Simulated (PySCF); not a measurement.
# Zn⁺: ionisation energy

Zn⁺ [Ar] 3d10 4s1 (2S) → Zn²⁺ [Ar] 3d10 (1S), as a difference of total energies. Computed with PySCF 2.14 in pcseg-2 (6s4p3d2f1g, 56 functions), with the non-relativistic Hamiltonian (point nucleus). Correlated levels: valence: [Ar] frozen. The calculations carry no spin-orbit coupling.

| method | ionisation energy (eV) |
| --- | --- |
| UHF | 16.576 |
| r2SCAN | 18.184 |
| B3LYP | 18.363 |
| MP2 (valence) | 17.502 |
| SCS-MP2 (valence) | 17.353 |

Question: How much does correlation contribute at MP2 (valence)?

Answer: 17.502 − (16.576) = 0.926 eV, measured against UHF.

These non-relativistic numbers lack the scalar-relativistic shift.

Errors of the correlated levels include the incompleteness of this basis and the frozen core.

For comparison: 17.964 eV (measured; NIST Atomic Spectra Database, ionization energies).
